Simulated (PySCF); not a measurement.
# Nuclear quadrupole coupling in `FC(F)c1ccsc1`

Species: C₅H₄F₂S.
Geometry (PBE0-D3(BJ)/def2-SVP, Å), atoms numbered from 1 in this order:
```xyz
12
C5H4F2S angstrom
F     -2.082   -0.783    1.076
C     -1.700    0.131    0.153
F     -2.149    1.343    0.548
C     -0.211    0.143    0.017
C      0.579   -1.031   -0.159
C      1.911   -0.743   -0.275
S      2.208    0.946   -0.170
C      0.543    1.288    0.032
H     -2.211   -0.124   -0.794
H      0.173   -2.043   -0.187
H      2.739   -1.437   -0.412
H      0.187    2.310    0.159
```

Field gradients from the PBE0/pcSseg-1 density (PySCF, non-relativistic), principal values in atomic units, ordered |Vxx| ≤ |Vyy| ≤ |Vzz|:

```tsv
atom	Vxx	Vyy	Vzz
S7	-0.4708	-1.3560	1.8268
```

Task: Find the asymmetry η = (Vxx − Vyy)/Vzz and the couplings χ = eQV/h (234.96 MHz × Q in barn × V in au), with Q(33S) = −0.0678 b.

Result: 
| atom | environment | nucleus | η | χzz (MHz) | χxx (MHz) | χyy (MHz) |
| --- | --- | --- | --- | --- | --- | --- |
| S7 | thiophene-type sulfur | 33S | 0.48 | -29.10 | 7.50 | 21.60 |

The tensor is traceless: Vxx + Vyy + Vzz = 0.

Task: What is Vzz at S7 in SI units (1 au = 9.71736 × 10²¹ V/m²)?

Result: 1.8268 au = 17.752 × 10²¹ V/m².

Task: And the gradient at the other heavy atoms, for which no coupling is worked out here?

Result: 
```
atom                        environment  Vzz (au)     η
  F1            fluorine of a CF2 group     2.934  0.15
  C2                        CHF2 carbon    -0.526  0.72
  F3            fluorine of a CF2 group     2.937  0.12
  C4        substituted aromatic carbon     0.168  0.42
  C5                 aromatic CH carbon     0.217  0.20
  C6  aromatic CH next to a ring sulfur    -0.245  0.25
  C8  aromatic CH next to a ring sulfur    -0.243  0.11
```

Task: What couplings would deuterons (Q(2H) = 0.00286 b) have in place of the hydrogens, at this geometry?

Result: 
```json
{"atom": "H9", "bonded to": "C2", "bond length (Å)": "1.106", "Vzz (au)": "0.2599", "η": "0.04", "χzz (kHz)": "175"}
{"atom": "H10", "bonded to": "C5", "bond length (Å)": "1.091", "Vzz (au)": "0.3083", "η": "0.07", "χzz (kHz)": "207"}
{"atom": "H11", "bonded to": "C6", "bond length (Å)": "1.089", "Vzz (au)": "0.3126", "η": "0.10", "χzz (kHz)": "210"}
{"atom": "H12", "bonded to": "C8", "bond length (Å)": "1.088", "Vzz (au)": "0.3116", "η": "0.09", "χzz (kHz)": "209"}
```

Geometry: PBE0-D3(BJ)/def2-SVP, one conformer, isolated molecule. These gradients aren't converged with respect to the basis.

These values come from a run that also computed NMR shieldings. Hardware: an Arm Neoverse V2 with one thread (shared host). Cost: 17 s of wall time.
